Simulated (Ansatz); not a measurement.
Be2O3 was relaxed with PBE-D4 (def2-TZVP) in Ansatz in these states: neutral quintet, neutral singlet, neutral triplet. The geometries follow in no particular order.

A:

Cartesian coordinates in Å:
```
Be -0.073 0.851 -0.580
Be 0.073 -0.851 0.580
O -0.371 -0.698 -0.977
O -0.852 0.470 0.796
O 1.222 0.228 0.181
```

B:

```xyz
5

Be    0.8264    0.6472   -0.0570
Be   -0.2608   -0.8936    0.4884
O     1.0930   -0.4758    0.8346
O    -0.4048    0.9627   -0.8460
O    -1.2538   -0.2406   -0.4201
```

C:

Cartesian coordinates in Å:
```
Be 0.511 0.690 0.643
Be -0.804 0.023 -0.710
O -0.546 1.329 -0.125
O 1.131 -0.660 0.828
O -0.293 -1.382 -0.636
```

Problem. Judge from the bond lengths which geometry belongs to which state (an estimate).

Solution. A is the neutral quintet (O4–O5 2.177 Å, Be2–O3 1.626 Å, Be1–O3 1.626 Å); B is the neutral singlet (O4–O5 1.533 Å, Be2–O3 1.458 Å, Be1–O3 1.458 Å); C is the neutral triplet (O4–O5 2.167 Å, Be2–O3 1.455 Å, Be1–O3 1.455 Å).

At PBE0-D4/def2-TZVP a singlet lies 4.48 eV below the neutral quintet. At PBE0-D4/def2-TZVP a singlet lies 1.31 eV below the neutral triplet. These are the stationary points nearest to one start from a short search; other shapes may lie lower in each state.
